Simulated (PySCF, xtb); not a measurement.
C4H4ClF, SMILES C=C=C(F)CCl.

GFN2-xTB (xtb) at its own geometry gives an orbital gap of 4.65 eV and a dipole moment of 3.10 D.

The structure is a stationary point at B3LYP-D3(BJ)/def2-SVP. This is a generated structure with no PubChem entry under its InChIKey; it may be hypothetical. One conformer was computed; it need not be the lowest.

**Question.** What does CAM-B3LYP/def2-TZVP run with PySCF give? (An estimate is asked for; the answer gives what the named calculation found.)

**Answer.** gap 9.21 eV (levels -8.93 and 0.28 eV), dipole 2.95 D.
